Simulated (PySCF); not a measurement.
**Structure from NMR data**

Molecular formula: C8H7FS. Simulated spectra:

1H NMR (300 MHz, computed): δ 7.51 (m, 1H), 7.35 (m, 1H), 7.27 (m, 1H), 7.22 (m, 1H), 6.05 (m, 1H), 3.42 (m, 1H), 3.12 (m, 1H).

13C{1H} NMR (computed): δ 147.0 (C), 141.7 (C), 135.1 (CH), 130.0 (CH), 129.7 (CH), 128.3 (CH), 99.2 (CH), 43.0 (CH2).

Computed data (PySCF 2.14): PBE0-D3(BJ)/def2-SVP structure, shielding tensors at PBE0/pcSseg-1 (GIAO). A single conformation, gas phase, non-relativistic Hamiltonian.

Chemical shifts δ = σref − σ; 1H (σ = 31.27 ppm) and 13C (σ = 184.41 ppm) against TMS, all at this level.

Question: Deduce the structure.

Answer: 
1. The formula gives 5 degrees of unsaturation.
2. 8 carbon signals for 8 carbons: no two carbons are equivalent.
3. Carbon types of the structure: 2 × C, 5 × CH, 1 × CH2, which accounts for all hydrogens.
4. δC 147.0: aromatic carbon bearing sulfur.
5. δC 141.7: substituted aromatic carbon.
6. δC 135.1, 130.0, 129.7, 128.3: aromatic CH; the aromatic region.
7. δC 99.2: sp3 CH bonded to F, on an aromatic ring; deshielded by the electronegative neighbour.
8. δC 43.0: sp3 CH2 bonded to S.
9. δH 7.51, 7.35, 7.27, 7.22: hydrogen on an aromatic CH; it sits in the deshielding region of the aromatic ring current.
10. δH 6.05: hydrogen on an sp3 CH bonded to F, on an aromatic ring; its carbon carries F, an electronegative neighbour.

The compound is `C1=CC=C2[C@@H](F)CSC2=C1`.

This is the structure that produced the data.

Splittings by 19F in the carbon and heteronuclear signals aren't shown, as no couplings were computed. Shifts are as computed. Against solution values, carbons near 30 ppm lie about +2 ppm off and those near 130 ppm about +5 ppm; carbons on S a further +3 ppm. Of 1211 compounds with measured shifts, 218 miss one by over three times the rms of a fit or turn the order of signals round; such compounds aren't used in these exercises. No couplings were computed; multiplicities are counted from neighbouring protons, with m where these are inequivalent, close in shift, in a saturated or five-membered ring or joined by F or P, and br s for small geminal =CH2 splittings.
